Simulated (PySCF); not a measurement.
Point groups of optimised structures. The calculation used PBE0/pcSseg-1 in PySCF (dipole) on a GFN2-xTB geometry, gas phase. The symmetry is that of the one conformer found, every atom within 0.08 Å of its image; none is proved a minimum here.

Question: Point group, rotor type and polarity of `[cH:1]1[n:2][n:3][cH:4][s:5]1`?

Answer: C2v; asymmetric top; symmetry number 2; 4 operations, which sort the 7 atoms into 4 sets; dipole 3.21 D, along a, the twofold axis; A, B, C = 9139, 5589, 3468 MHz; heavy atoms equivalent by symmetry: C1/C4, N2/N3.

Question: Point group, rotor type and polarity of `[CH3:1][CH2:2][P:3]([CH2:4][CH3:5])[CH2:6][CH3:7]` with C1–C2–P3–C4 178°, C2–P3–C4–C5 79°, C2–P3–C6–C7 178°?

Answer: C3; oblate symmetric top; symmetry number 3; 3 operations, which sort the 22 atoms into 8 sets; this conformer is chiral (no improper operation); dipole 1.23 D, along the axis.

Question: Point group, rotor type and polarity of `[CH3:1][c:2]1[cH:3][p:4][cH:5][n:6]1[CH:7]([CH3:8])[CH3:9]` with C5–N6–C7–C8 -62°, H–C1–C2–C3 0° (nearest H)?

Answer: Cs; asymmetric top; symmetry number 1; 2 operations, which sort the 21 atoms into 16 sets; dipole 4.31 D, in the ab plane, which is the mirror; heavy atoms equivalent by symmetry: C8/C9.
